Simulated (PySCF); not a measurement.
Work out the structure from these simulated measurements.

Elements present: C, H and O. Monoisotopic mass: 146.0579 u.

* Rotational structure: rotational constants A, B, C: 1.859, 1.313, 0.892 GHz [GFN2-xTB]
* 1H NMR: chemical shifts (computed TMS as zero) by class: 7.98 (1 H), 5.28 (1 H), 4.97 (1 H), 4.17 (1 H), 3.98 (1 H), 3.51 (3 H), 2.25 (1 H), 2.04 (1 H) ppm [GIAO PBE0/pcSseg-1]
* 13C NMR: chemical shifts (computed TMS as zero) by class: 166.4 (1 C), 107.4 (1 C), 78.4 (1 C), 67.9 (1 C), 57.2 (1 C), 33.0 (1 C) ppm [GIAO PBE0/pcSseg-1]
* NMR, other nuclei: isotropic shieldings of nuclei other than C and H, by class: -107 (1 O), 108 (1 O), 244 (1 O), 279 (1 O) ppm [GIAO PBE0/pcSseg-1]
* Dipole: 1.93 D [PBE0/pcSseg-1]

Gas-phase values; electronic properties from PySCF, density fitting. Levels stand in brackets. The structure is a single GFN2-xTB conformer in the gas phase; no vibrational or solvent corrections. Each NMR value is the plain mean over a class of atoms that symmetry, rotation or inversion makes alike.

Question: Which formula fits the mass and the elements?

Answer: C6H10O4 (calculated 146.0579). No other formula that holds each of these elements comes within 0.0003 u with a fitting electron parity and a possible valence count.

Question: What is the compound? Reason from the data.

Answer: Numbering: `[CH3:1][O:2][C@@H:3]1[O:4][CH2:5][CH2:6][C@@H:7]1[O:8][CH:9]=[O:10]`. Its formula, C6H10O4, gives 2 degrees of unsaturation: 1 ring and 1 π bond in the structure found. 6 carbons fall into 6 classes; from least to most shielded: ester carbonyl carbon [C9] (166.4 ppm), sp3 carbon bearing two oxygens [C3] (107.4 ppm), ring sp3 carbon bound to oxygen [C7] (78.4 ppm), ring sp3 carbon bound to oxygen [C5] (67.9 ppm), methoxy carbon [C1] (57.2 ppm), ring CH2 carbon [C6] (33.0 ppm). Hydrogen classes from least to most shielded: 1 H on an ester carbonyl carbon, C9 (7.98 ppm), 1 H on an sp3 carbon bearing two oxygens, C3 (5.28 ppm), 1 H on an sp3 carbon bound to oxygen, C7 (4.97 ppm), 1 H on an sp3 carbon bound to oxygen, C5 (4.17 ppm), 1 H on an sp3 carbon bound to oxygen, C5 (3.98 ppm), 3 H on a methoxy carbon, C1 (3.51 ppm, a mean of values up to 0.6 ppm apart in this geometry), 1 H on a ring CH2 carbon, C6 (2.25 ppm), 1 H on a ring CH2 carbon, C6 (2.04 ppm). The other shieldings belong to: -107 ppm, ester carbonyl oxygen [O10]; 108 ppm, ester single-bonded oxygen [O8]; 244 ppm, cyclic ether oxygen [O4]; 279 ppm, ether oxygen [O2]. The optimised geometry has point group C1 and is an asymmetric top. Structure: `C(O[C@@H]1[C@@H](OCC1)OC)=O`. Computed isomers that give other values at the same levels: `CCOC(=O)[C@H](C)OC=O` (13C chemical shifts (computed TMS as zero) by class: 178.6 (1 C), 165.8 (1 C), 74.1 (1 C), 64.2 (1 C), 18.9 (1 C), 16.4 (1 C) ppm); `COC(=O)CCOC(C)=O` (13C chemical shifts (computed TMS as zero) by class: 178.2 (1 C), 177.2 (1 C), 63.5 (1 C), 53.7 (1 C), 34.6 (1 C), 23.4 (1 C) ppm); `CCCOC(=O)C(=O)OC` (13C chemical shifts (computed TMS as zero) by class: 165.8 (1 C), 165.7 (1 C), 67.4 (1 C), 53.1 (1 C), 27.9 (1 C), 13.0 (1 C) ppm). The assignments are read from this structure; whether some other isomer fits the data as well wasn't checked. The mirror image fits equally.
